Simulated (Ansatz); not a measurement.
Input file for Ansatz (a program for electronic structure): U-CCSD(T)/cc-pVDZ on BFH2O (SMILES OBF), a point of a bond scan (R = 1.062 Å).

Ansatz 0.2 input:
```yaml
crystal:
  periodic: [false, false, false]
  atoms:
    - {symbol: B, position_ang: [-0.35597186, -0.16970641, -0.21957831]}
    - {symbol: H, position_ang: [-1.28437305, -0.66736312, -0.78003284]}
    - {symbol: F, position_ang: [-0.18504521, 0.87268577, -0.32748277]}
    - {symbol: O, position_ang: [0.50508287, -0.86058104, 0.55608247]}
    - {symbol: H, position_ang: [0.30439133, -1.79901087, 0.61939460]}
basis:
  gaussian:
    orbitals: cc-pVDZ
correlation: {method: ccsd_t, electrons: outside_noble_gas}
scf: {omitted_lower_state_checks: [cluster_reference]}
magnetization: {spin_polarized: true, initial_magnetization: 0}
```

The head of its log:

```
WARN ansatz: RAYON_NUM_THREADS=1 ignored (pool sized by the plan → 1); use --threads N
Functional definition: HF
these checks for a lower state are left out or cut short: cluster_reference
integrals: 0.03 GiB planned
473 factors; integrals over basis functions are off by at most 1.3e-3 eV
mean field: 0.11 GiB planned
mean field evaluation 1: about -5444.5181 eV, gradient 2.5e1 eV
mean field evaluation 2: about -5444.6350 eV, gradient 2.5e1 eV
mean field evaluation 4: about -5446.8330 eV, gradient 1.5e0 eV
mean field evaluation 8: about -5446.8559 eV, gradient 1.2e-1 eV
mean field -5446.85598468 eV, -200.1682654255 hartree, gradient 1.3e-6 eV, S^2 0.000000; 0 other end points of the search recorded, 0 dependent functions left out
3 core orbitals not correlated
reference -5446.85598468 eV, -200.1682654255 hartree; 9, 9 occupied and 40, 40 virtual orbitals, 473 factors
```

Problem. What total energy does the run end on?

Solution. -200.6430 hartree (reference determinant -200.1683, T1 diagnostic 0.012).
